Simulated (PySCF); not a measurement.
C₇H₁₂.
Numbering: `[CH3:1][C@@H:2]1[CH2:3][C@@:4]12[CH2:5][C@@H:6]2[CH3:7]`

Structure used (GFN2-xTB), in Å, numbered top down from 1:
```xyz
19
C7H12 angstrom
C      2.0784    0.7100    0.8936
C      1.4253   -0.5447    0.3680
C      0.9777   -0.6098   -1.0787
C     -0.0136   -0.5402    0.0194
C     -1.2467   -1.2569    0.4189
C     -1.2194    0.2567    0.3398
C     -1.9771    0.9592   -0.7602
H      1.6124    1.5892    0.4550
H      1.9734    0.7673    1.9760
H      3.1403    0.7215    0.6525
H      1.8285   -1.4590    0.7913
H      1.0976   -1.5396   -1.6169
H      1.1240    0.2686   -1.6914
H     -1.2840   -1.7227    1.3936
H     -1.7999   -1.7937   -0.3392
H     -1.2224    0.7920    1.2840
H     -1.9073    0.3944   -1.6869
H     -1.5685    1.9543   -0.9312
H     -3.0283    1.0626   -0.4950
```

Definitions: NICS(0) = −σiso at the ring centroid; NICS(1) = −σiso and NICS(1)zz = −σzz at ±1 Å along the ring normal z. Level: GIAO PBE0/pcSseg-1 (PySCF, non-relativistic, gas phase) on the GFN2-xTB geometry, one conformer.

Ring bond lengths (Å), with Mayer bond orders in brackets: C2–C3 1.516 (0.96), C3–C4 1.481 (0.93), C4–C2 1.481 (0.91); C4–C5 1.481 (0.93), C5–C6 1.516 (0.95), C6–C4 1.480 (0.90).

**Question.** What do the NICS probes read (ppm)?

**Answer.** 
| ring | type | NICS(0) | NICS(1), two faces | NICS(1)zz, two faces | rms pucker (Å) | centre to ring atoms, mean (Å) |
| --- | --- | --- | --- | --- | --- | --- |
| C2–C3–C4 | 3-membered carbocycle; formal bonds all single | -40.7 | -7.0 / -7.0 | -20.4 / -17.8 | 0.00 | 0.86 |
| C4–C5–C6 | 3-membered carbocycle; formal bonds all single | -40.8 | -7.0 / -7.0 | -18.8 / -19.3 | 0.00 | 0.86 |

**Question.** What do they say, and how far can they be read as aromaticity?

**Answer.** 
- C2–C3–C4: mean NICS(1)zz -19.1 ppm, shielded. C2, C3, C4 have four or more neighbours, and the NICS criterion for π rings isn't applied. NICS(0) lies 34 ppm below the mean NICS(1).
- C4–C5–C6: mean NICS(1)zz -19.0 ppm, shielded. C4, C5, C6 have four or more neighbours; no verdict on aromaticity is drawn. NICS(0) lies 34 ppm below the mean NICS(1).

**Question.** Give the inner angles of the rings and the Hirshfeld charges of the ring atoms.

**Answer.** 
- C2–C3–C4: C2 59.2° (-0.035 e), C3 59.2° (-0.092 e), C4 61.6° (-0.011 e); sum 180.0° against 180° for a flat convex ring.
- C4–C5–C6: C4 61.6° (-0.011 e), C5 59.2° (-0.094 e), C6 59.2° (-0.034 e); sum 180.0° against 180° for a flat convex ring.

Time: 23 s. Hardware: one thread, Arm Neoverse V2, no GPU (shared host). This is the whole shielding run at PBE0/pcSseg-1, SCF included.
